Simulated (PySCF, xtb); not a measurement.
CH3ClGa, SMILES [Ga]([CH3])[Cl], multiplicity 2.

Harmonic wavenumbers (cm⁻¹) from GFN2-xTB (xtb) at its own minimum, in rising order: 29, 87, 307, 341, 514, 535, 1125, 1413, 1417, 2973, 2995, 3017.

Problem. What does B3LYP-D3(BJ)/def2-TZVP in PySCF give at its own minimum? (Estimate from the structure and the level; the computed values follow.)

Solution. 61, 128, 358, 470, 625, 721, 1149, 1434, 1446, 3040, 3130, 3160. Paired by order, the mean absolute difference is 81 cm⁻¹ and the zero-point energies are 21.1 and 22.5 kcal/mol.
